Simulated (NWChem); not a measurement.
The numbers come from NWChem runs, not from measurements. System: morpholine (C4H9NO), charge 0, spin multiplicity 1, at a geometry optimised with PBE/def2-SVP. Level: RHF/def2-SVP.

Job file:

```
start mol
memory heap 200 mb stack 900 mb global 1100 mb
geometry units angstroms nocenter noautoz
  C     -0.723756     0.184537     1.203473
  C      0.760791    -0.183609     1.171290
  O      1.391363     0.315436     0.000000
  C      0.760791    -0.183609    -1.171290
  C     -0.723756     0.184537    -1.203473
  N     -1.359883    -0.341699     0.000000
  H     -0.802559     1.301672     1.295757
  H     -1.198391    -0.260956     2.103496
  H      0.857989    -1.297439     1.219593
  H      1.297600     0.256207     2.036291
  H      0.857989    -1.297439    -1.219593
  H      1.297600     0.256207    -2.036291
  H     -1.198391    -0.260956    -2.103496
  H     -0.802559     1.301672    -1.295757
  H     -2.365425    -0.141706     0.000000
  symmetry group Cs
end
basis spherical
  * library def2-svp
end
scf
  rhf
  nopen 0
  maxiter 100
  thresh 1e-7
  semidirect memsize 60000000 filesize 0
end
task scf energy
```

Output (cleaned and shortened):

```
             Northwest Computational Chemistry Package (NWChem) 7.3.0
             --------------------------------------------------------

                                NWChem Input Module
                                -------------------

 Scaling coordinates for geometry "geometry" by  1.889725989
 (inverse scale =  0.529177249)

 Turning off AUTOSYM since
 SYMMETRY directive was detected!

                             Geometry "geometry" -> ""
                             -------------------------

 Output coordinates in angstroms (scale by  1.889725989 to convert to a.u.)

  No.       Tag          Charge          X              Y              Z
 ---- ---------------- ---------- -------------- -------------- --------------
    1 C                    6.0000    -0.72375600     0.18453700     1.20347300
    2 C                    6.0000     0.76079100    -0.18360900     1.17129000
    3 O                    8.0000     1.39136300     0.31543600     0.00000000
    4 C                    6.0000     0.76079100    -0.18360900    -1.17129000
    5 C                    6.0000    -0.72375600     0.18453700    -1.20347300
    6 N                    7.0000    -1.35988300    -0.34169900     0.00000000
    7 H                    1.0000    -0.80255900     1.30167200     1.29575700
    8 H                    1.0000    -1.19839100    -0.26095600     2.10349600
    9 H                    1.0000     0.85798900    -1.29743900     1.21959300
   10 H                    1.0000     1.29760000     0.25620700     2.03629100
   11 H                    1.0000     0.85798900    -1.29743900    -1.21959300
   12 H                    1.0000     1.29760000     0.25620700    -2.03629100
   13 H                    1.0000    -1.19839100    -0.26095600    -2.10349600
   14 H                    1.0000    -0.80255900     1.30167200    -1.29575700
   15 H                    1.0000    -2.36542500    -0.14170600     0.00000000

 Effective nuclear repulsion energy (a.u.)     262.3232532644

            Nuclear Dipole moment (a.u.)
            ----------------------------
        X                 Y               Z
 ---------------- ---------------- ----------------
    -0.0000075589    -0.0000132281     0.0000000000

      Symmetry information
      --------------------

 Group name             Cs
 Group number              2
 Group order               2
 No. of unique centers     9

      Symmetry unique atoms

     1    2    3    6    7    8    9   10   15


 Summary of "ao basis" -> "" (spherical)
 ------------------------------------------------------------------------------
       Tag                 Description            Shells   Functions and Types
 ---------------- ------------------------------  ------  ---------------------
 *                          def2-svp                  on all atoms

 Summary of "ao basis" -> "ao basis" (spherical)
 ------------------------------------------------------------------------------
       Tag                 Description            Shells   Functions and Types
 ---------------- ------------------------------  ------  ---------------------
 C                          def2-svp                 6       14   3s2p1d
 O                          def2-svp                 6       14   3s2p1d
 N                          def2-svp                 6       14   3s2p1d
 H                          def2-svp                 3        5   2s1p

                                 NWChem SCF Module
                                 -----------------

  ao basis        = "ao basis"
  functions       =   129
  atoms           =    15
  closed shells   =    24
  open shells     =     0
  charge          =   0.00
  wavefunction    = RHF
  use symmetry    = T
  symmetry adapt  = T

 Summary of "ao basis" -> "ao basis" (spherical)
 ------------------------------------------------------------------------------
       Tag                 Description            Shells   Functions and Types
 ---------------- ------------------------------  ------  ---------------------
 C                          def2-svp                 6       14   3s2p1d
 O                          def2-svp                 6       14   3s2p1d
 N                          def2-svp                 6       14   3s2p1d
 H                          def2-svp                 3        5   2s1p

      Symmetry analysis of basis
      --------------------------

        a'         72
        a"         57

 Forming initial guess at       0.1s

      Superposition of Atomic Density Guess
      -------------------------------------

 Sum of atomic energies:        -283.92808865

      Non-variational initial energy
      ------------------------------

 Total energy =    -287.852692
 1-e energy   =    -903.887143
 2-e energy   =     353.711198
 HOMO         =      -0.275672
 LUMO         =       0.094804

      Symmetry analysis of molecular orbitals - initial
      -------------------------------------------------

  Numbering of irreducible representations:

     1 a'          2 a"

  Orbital symmetries:

     1 a'          2 a'          3 a'          4 a"          5 a'
     6 a"          7 a'          8 a'          9 a"         10 a'
    11 a"         12 a'         13 a'         14 a"         15 a'
    16 a"         17 a'         18 a'         19 a"         20 a"
    21 a"         22 a'         23 a'         24 a'         25 a'
    26 a'         27 a'         28 a"         29 a'         30 a"
    31 a'         32 a"         33 a'         34 a"

 Starting SCF solution at       1.7s

 ----------------------------------------------
         Quadratically convergent ROHF

 Convergence threshold     :          1.000E-07
 Maximum no. of iterations :          100
 Final Fock-matrix accuracy:          1.000E-09
 ----------------------------------------------

              iter       energy          gnorm     gmax       time
             ----- ------------------- --------- --------- --------
                 1     -285.7034830511  1.03D+00  1.86D-01      1.9
                 2     -285.7735564864  4.09D-01  7.65D-02      2.0
                 3     -285.7837966788  1.89D-02  3.00D-03      2.5
                 4     -285.7838310395  1.83D-04  4.18D-05      3.2
                 5     -285.7838310441  1.49D-08  3.75D-09      4.5

       Final RHF  results
       ------------------

         Total SCF energy =   -285.783831044054
      One-electron energy =   -908.586701035303
      Two-electron energy =    360.479616726809
 Nuclear repulsion energy =    262.323253264440

        Time for solution =      2.8s

       Symmetry analysis of molecular orbitals - final
       -----------------------------------------------

  Numbering of irreducible representations:

     1 a'          2 a"

  Orbital symmetries:

     1 a'          2 a'          3 a"          4 a'          5 a"
     6 a'          7 a'          8 a'          9 a"         10 a'
    11 a"         12 a'         13 a'         14 a"         15 a'
    16 a"         17 a'         18 a'         19 a"         20 a"
    21 a"         22 a'         23 a'         24 a'         25 a'
    26 a'         27 a"         28 a'         29 a'         30 a"
    31 a'         32 a"         33 a"         34 a'

             Final eigenvalues
             -----------------

              1
    1  -20.5440
    2  -15.5463
    3  -11.2779
    4  -11.2778
    5  -11.2577
    6  -11.2577
    7   -1.3573
    8   -1.1936
    9   -1.0204
   10   -0.9145
   11   -0.8612
   12   -0.7650
   13   -0.7021
   14   -0.6358
   15   -0.6335
   16   -0.6075
   17   -0.5999
   18   -0.5866
   19   -0.5435
   20   -0.4953
   21   -0.4922
   22   -0.4557
   23   -0.4169
   24   -0.3712
   25    0.1738
   26    0.2059
   27    0.2083
   28    0.2290
   29    0.2535
   30    0.2576
   31    0.2646
   32    0.2711
   33    0.2970
   34    0.3186

                       ROHF Final Molecular Orbital Analysis
                       -------------------------------------

 Vector   22  Occ=2.000000D+00  E=-4.557179D-01  Symmetry=a'
              MO Center=  8.0D-01, -1.6D-02,  5.3D-15, r^2= 3.0D+00
   Bfn.  Coefficient  Atom+Function         Bfn.  Coefficient  Atom+Function
  ----- ------------  ---------------      ----- ------------  ---------------
    33      0.343257   3 O  py               36      0.281043   3 O  py
    32      0.214006   3 O  px               35      0.183351   3 O  px
    19     -0.168471   2 C  py               47     -0.168471   4 C  py
    95      0.167344   9 H  s               105      0.167344  11 H  s
    18     -0.166381   2 C  px               46     -0.166381   4 C  px

 Vector   23  Occ=2.000000D+00  E=-4.168578D-01  Symmetry=a'
              MO Center=  4.3D-01, -1.2D-02,  9.5D-16, r^2= 3.0D+00
   Bfn.  Coefficient  Atom+Function         Bfn.  Coefficient  Atom+Function
  ----- ------------  ---------------      ----- ------------  ---------------
    32      0.330470   3 O  px               33     -0.326194   3 O  py
    35      0.286722   3 O  px               36     -0.267811   3 O  py
     4      0.208401   1 C  px               60      0.208401   5 C  px
    75      0.202300   6 N  py               78     -0.157122   6 N  py

 Vector   24  Occ=2.000000D+00  E=-3.712153D-01  Symmetry=a'
              MO Center= -9.2D-01, -1.3D-01, -2.2D-15, r^2= 2.4D+00
   Bfn.  Coefficient  Atom+Function         Bfn.  Coefficient  Atom+Function
  ----- ------------  ---------------      ----- ------------  ---------------
    75      0.463952   6 N  py               78     -0.428387   6 N  py
    73      0.184403   6 N  s                85      0.185002   7 H  s
   120      0.185002  14 H  s

 Vector   25  Occ=0.000000D+00  E= 1.737985D-01  Symmetry=a'
              MO Center= -1.3D+00,  2.5D-01,  8.4D-15, r^2= 7.9D+00
   Bfn.  Coefficient  Atom+Function         Bfn.  Coefficient  Atom+Function
  ----- ------------  ---------------      ----- ------------  ---------------
     3      1.262419   1 C  s                59      1.262419   5 C  s
   126     -0.908670  15 H  s                91     -0.822787   8 H  s
   116     -0.822787  13 H  s                86     -0.666494   7 H  s
   121     -0.666494  14 H  s               101     -0.534612  10 H  s
   111     -0.534612  12 H  s                17      0.442804   2 C  s

 Vector   26  Occ=0.000000D+00  E= 2.058535D-01  Symmetry=a'
              MO Center=  2.2D-01, -7.1D-01, -1.3D-15, r^2= 7.5D+00
   Bfn.  Coefficient  Atom+Function         Bfn.  Coefficient  Atom+Function
  ----- ------------  ---------------      ----- ------------  ---------------
    17      1.596194   2 C  s                45      1.596194   4 C  s
    96     -1.169832   9 H  s               106     -1.169832  11 H  s
    86      0.662379   7 H  s               121      0.662379  14 H  s
     3     -0.595720   1 C  s                59     -0.595720   5 C  s
   101     -0.498017  10 H  s               111     -0.498017  12 H  s

 Vector   27  Occ=0.000000D+00  E= 2.082978D-01  Symmetry=a"
              MO Center= -1.1D-01,  3.6D-02, -1.8D-14, r^2= 1.0D+01
   Bfn.  Coefficient  Atom+Function         Bfn.  Coefficient  Atom+Function
  ----- ------------  ---------------      ----- ------------  ---------------
     3      1.408331   1 C  s                59     -1.408331   5 C  s
    91     -1.070101   8 H  s               116      1.070101  13 H  s
    17      1.002836   2 C  s                45     -1.002836   4 C  s
   101     -0.925084  10 H  s               111      0.925084  12 H  s
    86     -0.656989   7 H  s               121      0.656989  14 H  s

 center of mass
 --------------
 x =   0.04403276 y =   0.00301581 z =   0.00000000

 moments of inertia (a.u.)
 ------------------
         368.876487582453         -15.192612035717           0.000000000000
         -15.192612035717         676.112363500287          -0.000000000000
           0.000000000000          -0.000000000000         392.589304400334

  Mulliken analysis of the total density
  --------------------------------------

    Atom       Charge   Shell Charges
 -----------   ------   -------------------------------------------------------
    1 C    6     5.89   1.99  0.88  0.17  2.01  0.79  0.06
    2 C    6     5.74   1.99  0.88  0.15  1.96  0.68  0.07
    3 O    8     8.60   1.99  1.05  0.78  2.84  1.92  0.02
    4 C    6     5.74   1.99  0.88  0.15  1.96  0.68  0.07
    5 C    6     5.89   1.99  0.88  0.17  2.01  0.79  0.06
    6 N    7     7.50   1.99  0.96  0.58  2.39  1.55  0.03
    7 H    1     0.98   0.76  0.20  0.02
    8 H    1     0.96   0.76  0.18  0.02
    9 H    1     0.98   0.76  0.19  0.02
   10 H    1     0.96   0.76  0.18  0.02
   11 H    1     0.98   0.76  0.19  0.02
   12 H    1     0.96   0.76  0.18  0.02
   13 H    1     0.96   0.76  0.18  0.02
   14 H    1     0.98   0.76  0.20  0.02
   15 H    1     0.87   0.73  0.10  0.04

       Multipole analysis of the density wrt the origin
       ------------------------------------------------

     L   x y z        total         open         nuclear
     -   - - -        -----         ----         -------
     0   0 0 0     -0.000000      0.000000     48.000000

     1   1 0 0     -0.682083      0.000000     -0.000008
     1   0 1 0      0.032810      0.000000     -0.000013
     1   0 0 1      0.000000      0.000000      0.000000

     2   2 0 0    -28.944435      0.000000    200.905042
     2   1 1 0     -1.972832      0.000000      2.837755
     2   1 0 1     -0.000000      0.000000      0.000000
     2   0 2 0    -29.541251      0.000000     33.816040
     2   0 1 1     -0.000000      0.000000      0.000000
     2   0 0 2    -24.777856      0.000000    204.687513

 Task  times  cpu:        4.6s     wall:        4.6s

 Total times  cpu:        4.6s     wall:        4.6s
```
